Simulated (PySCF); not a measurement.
Species: C7H9O2 (charge -1).
Structure used (GFN2-xTB), in Å, numbered top down from 1:
```
atom  x, y, z in Å
C1    -1.5101   -0.5666   -1.1279
C2    -0.9769   -0.1291    0.2384
C3    -1.3577    1.3276    0.5130
C4     0.5115   -0.3070    0.3065
C5     1.1829   -1.1107    1.1742
O6     2.5349   -1.0348    0.9619
C7     2.7395   -0.1360   -0.0961
O8     3.8952    0.1080   -0.4845
C9     1.4867    0.3176   -0.5052
H10   -1.2427   -1.6041   -1.3183
H11   -1.0673    0.0460   -1.9098
H12   -2.5966   -0.4690   -1.1774
H13   -1.4369   -0.7617    1.0112
H14   -0.9825    1.6345    1.4873
H15   -2.4411    1.4624    0.4957
H16   -0.9122    1.9733   -0.2401
H17    0.8470   -1.7636    1.9604
H18    1.3176    1.0195   -1.3009
```

Jobs on this species (18 atoms, 68 electrons) with PySCF (density fitting). Hardware of each: one thread, Arm Neoverse V1 (aarch64), shared host. The host was shared with other jobs, so the times are rough. Peak memory is the resident size of the whole Python process, interpreter and libraries included.

| level and settings | work | basis functions | SCF cycles | wall time | peak memory |
| --- | --- | --- | --- | --- | --- |
| PBE0/pcSseg-1 | shieldings, ring-centre shieldings, charges and field gradients | 198 | ? | ? | ? |
| KT3/6-31G, IEF-PCM chloroform | shieldings, ring-centre shieldings, charges and field gradients | 99 | 17 | 16 s | 0.60 GiB |
| PBE0/def2-SVPD | 6 singlets by full TDDFT, 2 Tamm–Dancoff triplets, polarisability | 258 | 15 | 51 s | 1.0 GiB |

Q: Fill in the missing figures.

A: 
- PBE0/pcSseg-1; shieldings, ring-centre shieldings, charges and field gradients: 34 s, 0.86 GiB, 15 SCF cycles

Q: What do all jobs in the table cost together?

A: About 1.7 min; the longest takes about 50 % of that, and about 3.2 times as long as the shortest.
